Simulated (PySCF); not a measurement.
CH3BO, SMILES [BH3-]C#[O+].

Coordinates come from a B3LYP-D3(BJ)/def2-TZVP optimisation.

Method: B3LYP-D3(BJ)/def2-TZVP in PySCF 2.14.0.

Frequencies are harmonic and unscaled.

Modes within 1.5 cm⁻¹ of each other (mostly degenerate sets) share a row, with their intensities summed.

```csv
mode,ν (cm⁻¹),IR (km/mol),moving atoms (share of kinetic energy)
1–2,305,11.5,"H 46 %, C 38 %, O 16 %"
3,758,30.8,"B 46 %, O 22 %, H 21 %, C 11 %"
4–5,824,8.0,"H 43 %, C 29 %, B 25 %"
6,1094,2.5,"H 74 %, B 26 %"
7–8,1113,0.0,H 95 %
9,2213,490.5,"C 60 %, O 39 %"
10,2457,1.8,H 98 %
11–12,2525,81.9,"H 90 %, B 10 %"
```
